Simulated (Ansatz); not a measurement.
`C[CH2][Al]([CH2]C)[CH2]C` + `SS` → `CCSS` + `C[CH2][AlH][CH2]C`  (substitution at a C–Al bond)

Computed with Ansatz on PBE0-D4/def2-TZVP structures; ΔE is electronic, products minus reactants. CBS: MP2 limit from def2 TZ/QZ plus the TZ coupled-cluster correction, frozen cores. This one scheme is used for every species. DFT in def2-TZVPP. One conformer a species, not always the lowest.

`C[CH2][Al]([CH2]C)[CH2]C`:

Z-matrix (Å, degrees):
```
C
C 1 1.528
H 1 1.094 2 111.7
H 1 1.095 2 112.5 3 -120.4
H 1 1.094 2 111.7 3 119.2
Al 2 1.968 1 116.7 3 -59.8
H 2 1.099 1 110.1 3 177.2
H 2 1.099 1 110.1 3 63.3
C 6 1.968 2 120.0 1 -0.9
C 6 1.968 2 120.0 1 179.2
C 9 1.528 6 116.7 2 -179.8
H 9 1.099 6 107.7 2 -55.5
H 9 1.099 6 107.7 2 55.9
C 10 1.528 6 116.7 2 0.1
H 10 1.099 6 107.7 2 124.4
H 10 1.099 6 107.6 2 -124.2
H 11 1.094 9 111.7 6 59.6
H 11 1.094 9 111.7 6 -59.6
H 11 1.095 9 112.5 6 -180.0
H 14 1.094 10 111.7 6 -59.6
H 14 1.094 10 111.7 6 59.6
H 14 1.095 10 112.5 6 180.0
```

`SS`:

Cartesian coordinates in Å:
```
S 0.273 0.189 1.075
S 0.195 -0.888 -0.662
H 0.631 1.380 0.559
H -1.099 -0.681 -0.972
```

`CCSS`:

Z-matrix (Å, degrees):
```
C
C 1 1.511
H 1 1.093 2 110.5
H 1 1.092 2 111.1 3 120.4
H 1 1.092 2 110.6 3 -119.2
S 2 1.813 1 114.4 3 -178.3
H 2 1.095 1 111.4 3 -62.0
H 2 1.092 1 111.8 3 58.3
S 6 2.037 2 103.4 1 -68.0
H 9 1.348 6 99.6 2 89.2
```

`C[CH2][AlH][CH2]C`:

Cartesian coordinates in Å:
```
C -2.024 -0.198 -0.199
C -1.098 -0.882 -1.202
Al 0.842 -0.608 -1.070
C 1.778 0.391 0.338
C 0.985 0.949 1.518
H -1.799 -0.494 0.829
H -3.077 -0.436 -0.380
H -1.931 0.891 -0.239
H -1.379 -0.606 -2.228
H -1.252 -1.971 -1.176
H 1.744 -1.258 -2.217
H 2.316 1.203 -0.172
H 2.583 -0.266 0.698
H 0.481 0.156 2.078
H 1.623 1.486 2.227
H 0.208 1.645 1.193
```

CCSD(T)/CBS gives +17.1 kJ/mol.

Q: Another level gave +20.3 kJ/mol. Which?
A. MP2/def2-TZVPP
B. CCSD/def2-TZVPP
C. revPBE-D4/def2-TZVPP
D. B97M-V/def2-TZVPP

A: B. CCSD/def2-TZVPP 20.3, MP2/def2-TZVPP 15.3, revPBE-D4 11.1, B97M-V 6.4 kJ/mol.

Largest T1 diagnostic among the species: 0.011.

Leaving LDA and LC-ωPBE aside and taking each functional with its dispersion term where it has one, the values, not all of them listed here, spread over 12.4 kJ/mol, from B97M-V to ωB97M-V. LDA lies −5.6 kJ/mol from PBE without D4.
